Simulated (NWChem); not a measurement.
C3H2F4; SMILES C(/C(F)F)(F)=C/F

```xyz
9

F     -1.7135    -1.0901    -0.5629
C     -0.5088    -1.4175    -0.1376
C      0.4576    -0.5300     0.0971
F      1.6402    -0.9725     0.5293
C      0.4390     0.9598    -0.0590
F      0.4937     1.5494     1.1549
F     -0.6767     1.3656    -0.6819
H     -0.3467    -2.4888     0.0133
H      1.3221     1.2931    -0.6355
```
Atoms are numbered in this order, from 1.

Computed with NWChem. Pople sets run with spherical d functions. Coordinates come from a PBE0/def2-SVP optimisation. Level: PBE0/6-31G* with COSMO at NWChem's default radii, gas-phase geometry; rows give the dielectric constant.

```csv
dielectric constant,electrostatic solvation energy (kcal/mol),dipole in solution (D)
1.5,-1.0,1.70
2.0,-1.6,1.76
7.6,-2.9,1.90
20.7,-3.2,1.94
46.7,-3.3,1.95
```
